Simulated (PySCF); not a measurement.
## Electronic structure of Xe⁺ (xenon, charge +1) at the BLYP level

Configuration: [Kr] 4d10 5s1 5p5 5d1, one real determinant (an excited configuration). Computed with PySCF 2.14 in aug-cc-pVDZ-PP with ECP28MDF (5s4p3d, 32 functions), with scalar relativity through the core potential.

```json
{"Total energy": "-327.9334 hartree", "One-electron energy": "-558.3716 hartree", "Hartree (Coulomb) energy": "253.6678 hartree", "Exchange-correlation energy": "-23.2297 hartree", "⟨S²⟩": "3.7506", "⟨L²⟩": "7.841", "Sum of ⟨r⟩": "30.43 bohr", "Sum of ⟨r²⟩": "53.81 bohr²", "Traceless quadrupole moment −½Σ⟨3z² − r²⟩ along its main axis": "0.857 e·bohr²"}
```

```tsv
shell	electrons	mean orbital energy (hartree)	spread (hartree)	rms radius, mean of both spins (bohr)
4s α	1	-7.74431	0	0.768
4s β	1	-7.73257	0	0.768
4p α	3	-5.69392	0.02229	0.821
4p β	3	-5.68212	0.01423	0.821
4d α	5	-2.68035	0.02292	0.935
4d β	5	-2.66459	0.01174	0.935
5s α	1	-1.18784	0	1.89
5p α	3	-0.72057	0.03632	2.27
5p β	2	-0.66314	0	2.27
5d α	1	-0.20538	0	3.23
```

⟨L²⟩ = 7.84 against 12 for a pure F term, so this real determinant mixes terms. Energies and moments cover only the electrons outside the core potential. The outer electron is Rydberg-like, and this basis confines it to a smaller radius and binds it less than a complete one would.
